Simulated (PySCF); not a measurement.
Isomers of C4H14NPSi2, mass 163.040 u with the commonest isotopes. Level of theory: PBE0/pcSseg-1 in PySCF (dipole) on a GFN2-xTB geometry, gas phase. One conformer each, none proved a minimum here; rigid rotors.

**Question.** Order these by rotational constant B, largest first.
A. `[CH3:1][CH2:2][N:3]1[CH2:4][SiH2:5][Si@@H:6]([PH2:7])[CH2:8]1` with C1–C2–N3–C4 -66°, Si5–Si6–P7–H -77° and -170°, C2–N3–C4–Si5 -165°, N3–C4–Si5–Si6 -30°, C4–Si5–Si6–P7 -111°, Si5–Si6–C8–N3 29°
B. `[PH2:1][Si@@H:2]1[CH2:3][CH2:4][CH2:5][NH:6][SiH2:7][CH2:8]1` with H–P1–Si2–C3 167° and 74°, P1–Si2–C3–C4 147°, Si2–C3–C4–C5 47°, C3–C4–C5–N6 47°, C4–C5–N6–Si7 -103°
C. `[PH2:1][Si@H:2]1[CH2:3][CH2:4][CH2:5][CH2:6][NH:7][SiH2:8]1` with H–P1–Si2–C3 176° and 83°, P1–Si2–C3–C4 131°, Si2–C3–C4–C5 -83°, C3–C4–C5–C6 58°, C4–C5–C6–N7 55°

**Answer.** C (923.3 MHz), B (761.3 MHz), A (690.9 MHz).

**Question.** Order these by out-of-plane moment Σ m c² = (Ia + Ib − Ic)/2, smallest first.
A. `[PH2:1][Si@H:2]1[CH2:3][CH2:4][CH2:5][CH2:6][NH:7][SiH2:8]1` with H–P1–Si2–C3 176° and 83°, P1–Si2–C3–C4 131°, Si2–C3–C4–C5 -83°, C3–C4–C5–C6 58°, C4–C5–C6–N7 55°
B. `[PH2:1][Si@@H:2]1[CH2:3][CH2:4][CH2:5][NH:6][SiH2:7][CH2:8]1` with H–P1–Si2–C3 167° and 74°, P1–Si2–C3–C4 147°, Si2–C3–C4–C5 47°, C3–C4–C5–N6 47°, C4–C5–N6–Si7 -103°
C. `[CH3:1][CH2:2][N:3]1[CH2:4][SiH2:5][Si@@H:6]([PH2:7])[CH2:8]1` with C1–C2–N3–C4 -66°, Si5–Si6–P7–H -77° and -170°, C2–N3–C4–Si5 -165°, N3–C4–Si5–Si6 -30°, C4–Si5–Si6–P7 -111°, Si5–Si6–C8–N3 29°

**Answer.** B (34.28 u·Å²), C (55.56 u·Å²), A (113.54 u·Å²).

**Question.** Order these by radius of gyration √(Σ m r²/M), smallest first.
A. `[CH3:1][CH2:2][N:3]1[CH2:4][SiH2:5][Si@@H:6]([PH2:7])[CH2:8]1` with C1–C2–N3–C4 -66°, Si5–Si6–P7–H -77° and -170°, C2–N3–C4–Si5 -165°, N3–C4–Si5–Si6 -30°, C4–Si5–Si6–P7 -111°, Si5–Si6–C8–N3 29°
B. `[PH2:1][Si@@H:2]1[CH2:3][CH2:4][CH2:5][NH:6][SiH2:7][CH2:8]1` with H–P1–Si2–C3 167° and 74°, P1–Si2–C3–C4 147°, Si2–C3–C4–C5 47°, C3–C4–C5–N6 47°, C4–C5–N6–Si7 -103°
C. `[PH2:1][Si@H:2]1[CH2:3][CH2:4][CH2:5][CH2:6][NH:7][SiH2:8]1` with H–P1–Si2–C3 176° and 83°, P1–Si2–C3–C4 131°, Si2–C3–C4–C5 -83°, C3–C4–C5–C6 58°, C4–C5–C6–N7 55°

**Answer.** C (2.190 Å), B (2.349 Å), A (2.422 Å).

```csv
SMILES,point group,Ia (u·Å²),Ib (u·Å²),Ic (u·Å²),κ,μa (D),μb (D),μc (D)
P[Si@H]1CCCCN[SiH2]1,C1,347.99,547.39,668.29,-0.52,1.24,0.59,0.64
P[Si@@H]1CCCN[SiH2]C1,C1,269.89,663.84,865.16,-0.73,1.15,0.13,0.87
CCN1C[SiH2][Si@@H](P)C1,C1,280.17,731.45,900.51,-0.79,0.83,0.18,0.42
```
